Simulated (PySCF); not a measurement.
Vertical excitations of a molecule C4H10OSi from TDA-LC-ωPBE/def2-SVPD (PySCF 2.14.0), as energy in eV (oscillator strength): 7.25 (0.424), 7.59 (0.117), 7.77 (0.034), 8.09 (0.011), 8.14 (0.026), 8.46 (0.012). Lowest triplet (TDA): 4.08 eV. Geometry: PBE0-D3(BJ)/def2-SVP. The values are those of a single conformer.

Q: Pick the molecule that these values belong to.
(A) C=C[C@H]([SiH3])CO
(B) C[C@@H]1[C@@H](O)[C@@H]1[SiH3]
(C) OCC/C=C/[SiH3]
(D) C[Si@H](O)C1CC1

A: A, C=C[C@H]([SiH3])CO
